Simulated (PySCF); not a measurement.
Effect of structural changes

Method used: PySCF, GIAO BHandHLYP/pcSseg-1 magnetisability, rotational g tensor and spin-rotation constants, non-relativistic, gas phase. Geometry: GFN2-xTB.

Each molecule in one low-energy conformer. The parent is C#CCS(=O)(=O)Cl.

Question: Order by isotropic susceptibility, lowest first.
A. O=S(=O)(Cl)C1=CCCC1
B. O=S(=O)(Cl)C1CCCC1
C. C#CCS(=O)(=O)Cl
D. CC(C)S(=O)(=O)Cl
E. O=S(=O)(Cl)c1ccsc1

Answer: B (-98), E (-94), A (-87), D (-80), C (-69).

All values:
| molecule | change | χ, cgs (10⁻⁶ cm³/mol) | magnetisability anisotropy (10⁻³⁰ J/T²) |
| --- | --- | --- | --- |
| C#CCS(=O)(=O)Cl | base | -69.1 | 115 |
| O=S(=O)(Cl)c1ccsc1 | propargyl replaced by 3-thienyl | -94.2 | 930 |
| CC(C)S(=O)(=O)Cl | propargyl replaced by iPr | -79.6 | 125 |
| O=S(=O)(Cl)C1=CCCC1 | propargyl replaced by cyclopentenyl | -87.3 | 266 |
| O=S(=O)(Cl)C1CCCC1 | propargyl replaced by cPent | -97.5 | 164 |
